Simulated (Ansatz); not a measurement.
Geometry optimisation, RKS B3LYP-D4/def2-SVP in Ansatz.

Input:

```yaml
crystal:
  periodic: [false, false, false]
  atoms:
    - { symbol: C, position_ang: [0.6412, 1.3794, 0.5443] }
    - { symbol: C, position_ang: [0.137, 0.2351, 0.1364] }
    - { symbol: "N", position_ang: [-1.1836, -0.2208, 0.5232] }
    - { symbol: Sb, position_ang: [1.4236, -0.973, -1.1444] }
    - { symbol: F, position_ang: [-0.1032, -1.1028, -2.5219] }
    - { symbol: H, position_ang: [-0.005, 2.0774, 1.1705] }
    - { symbol: H, position_ang: [1.5958, 1.7712, 0.2222] }
    - { symbol: H, position_ang: [-1.4583, -1.1341, 0.2038] }
    - { symbol: H, position_ang: [-1.7613, 0.3712, 1.1968] }
    - { symbol: H, position_ang: [0.7967, -2.4549, -0.3279] }
basis:
  gaussian: { orbitals: def2-SVP }
hamiltonian:
  xc: b3lyp
  dispersion: d4
relax:
  f_tol: 0.02
  max_steps: 50
```

Run as:

```bash
$ ansatz run input.yaml --threads 2 --pin off --max-ram 3072MiB --backend cpu --events-out ev --progress --plain --runs-dir out
```

Problem. Where does it end, and by what steps?

Solution. The run converged. After 14 steps the energy has fallen by 0.593 eV; F5 moved furthest, 0.78 Å.

```
step  energy less start (eV)  largest force component (eV/Å)  accepted
   0                  0.0000                           2.784       yes
   1                 -0.3200                           1.704       yes
   2                 -0.4490                           0.909       yes
   3                 -0.4752                           0.819       yes
   4                 -0.4536                           1.882        no
   5                 -0.5137                           0.200       yes
   6                 -0.5265                           0.676       yes
   7                 -0.5445                           0.394       yes
   8                 -0.5561                           0.326       yes
   9                 -0.5676                           0.502       yes
  10                 -0.5884                           0.233       yes
  11                 -0.5895                           0.175       yes
  12                 -0.5926                           0.087       yes
  13                 -0.5929                           0.111       yes
  14                 -0.5932                           0.007       yes
```

```xyz
10
Properties=species:S:1:pos:R:3
C 0.665 1.382 0.661
C 0.079 0.292 0.125
N -1.148 -0.247 0.432
Sb 1.185 -0.881 -1.326
F -0.516 -1.573 -2.054
H 0.175 1.980 1.438
H 1.658 1.706 0.342
H -1.563 -0.830 -0.290
H -1.810 0.347 0.924
H 1.357 -2.229 -0.249
```

The run took 50 s on 2 threads of Arm Neoverse V2, on a shared host, peak memory 0.26 GiB.
